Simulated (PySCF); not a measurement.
## Telling isomers of C8H7F3 apart by NMR

No solvent, non-relativistic, one averaged value for each set of equivalent atoms, one conformer. GFN2-xTB structure; shielding tensors at PBE0/pcSseg-1 (GIAO); PySCF 2.14.

δ = σ(ref) − σ, references computed at the same level: 1H (σ = 31.72 ppm) and 13C (σ = 186.93 ppm) against TMS. Splittings of carbon signals by F and P are missing where no couplings were computed. Where no couplings were computed, multiplicities follow the n + 1 count of equivalent neighbours, and m marks all less simple cases (inequivalent or close neighbours, rings, F or P nearby). Shifts are as computed. Against solution values, carbons near 30 ppm lie about +3 ppm off and those near 130 ppm about +5 ppm. Of 1211 compounds with measured shifts, 218 miss one by over three times the rms of a fit or turn the order of signals round; such compounds aren't used in these exercises.

(1) Tabulate the signals of `C=C1C=C/C1=C(/C)C(F)(F)F`, `FCc1ccc(C(F)F)cc1`, `Cc1ccc(C(F)(F)F)cc1` and their relative energies.

(2) What is the quickest way to tell C=C1C=C/C1=C(/C)C(F)(F)F from Cc1ccc(C(F)(F)F)cc1?

(3) What is the quickest way to tell FCc1ccc(C(F)F)cc1 from Cc1ccc(C(F)(F)F)cc1?

(4) What is the quickest way to tell C=C1C=C/C1=C(/C)C(F)(F)F from FCc1ccc(C(F)F)cc1?

Answers

(1) 
| SMILES | carbon types | δC | δH | E rel. (kcal/mol) |
| --- | --- | --- | --- | --- |
| C=C1C=C/C1=C(/C)C(F)(F)F | 4×C 2×CH 1×CH2 1×CH3 | 158.5, 155.4, 155.0, 148.7, 134.4, 117.6, 104.5, 14.3 | 7.52 (d, 1H), 7.27 (d, 1H), 5.26 (m, 1H), 5.16 (m, 1H), 2.16 (s, 3H) | 65.1 |
| FCc1ccc(C(F)F)cc1 | 2×C 5×CH 1×CH2 | 146.6, 141.3, 131.1, 128.4, 121.1, 86.6 | 7.92 (m, 2H), 7.69 (m, 2H), 7.10 (m, 1H), 5.99 (m, 2H) | 16.6 |
| Cc1ccc(C(F)(F)F)cc1 | 3×C 4×CH 1×CH3 | 148.0, 134.6, 134.4, 134.1, 132.4, 24.1 | 7.96 (m, 2H), 7.62 (d, 2H), 2.58 (s, 3H) | 0.0 |

Energies are electronic energies at PBE0/pcSseg-1 on these geometries, without zero-point or thermal terms, each for the one conformer computed, which needn't be the lowest.

(2) Count the carbon signals: 8 against 6. The first has a terminal =CH2 carbon at 104.5 ppm, the second an aromatic CH at 132.4 ppm. Their most deshielded carbons lie at 158.5 and 148.0 ppm. In the proton spectra the most deshielded non-exchanging signals are 7.52 (d, 1H) and 7.96 (m, 2H).

(3) Both give the same number of carbon signals, but DEPT or the intensities differ. The first has an sp3 CH2 bonded to F, on an aromatic ring at 86.6 ppm, the second a methyl carbon on an aromatic ring (CH3) at 24.1 ppm. Their most deshielded carbons lie at 146.6 and 148.0 ppm.

(4) Count the carbon signals: 8 against 6. The first has an allylic methyl carbon (CH3) at 14.3 ppm, the second an sp3 CH bonded to 2 F, on an aromatic ring at 121.1 ppm. Their most deshielded carbons lie at 158.5 and 146.6 ppm.
